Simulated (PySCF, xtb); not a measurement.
Te(iPr)(SH) (C₃H₈STe), SMILES CC(C)[Te]S. One conformer was computed; it need not be the lowest.

Harmonic wavenumbers (cm⁻¹) from GFN2-xTB (xtb 6.7.1) at its own minimum, in rising order: 37, 98, 200, 226, 236, 250, 267, 366, 397, 510, 734, 934, 946, 984, 1038, 1145, 1163, 1220, 1308, 1412, 1423, 1487, 1493, 1500, 1503, 2413, 2946, 3000, 3007, 3017, 3022, 3024, 3026.

**Question.** What does r2SCAN-D4/def2-SVP (PySCF 2.14.0) give at its own minimum? (An estimate is asked for; the answer gives what the named calculation found.)

**Answer.** 44, 110, 230, 245, 257, 284, 299, 350, 392, 490, 761, 890, 923, 955, 1007, 1132, 1158, 1203, 1331, 1377, 1388, 1451, 1457, 1468, 1476, 2659, 3012, 3016, 3076, 3103, 3106, 3123, 3138. Paired by order, the mean absolute difference is 42 cm⁻¹ and the zero-point energies are 63.4 and 64.2 kcal/mol.
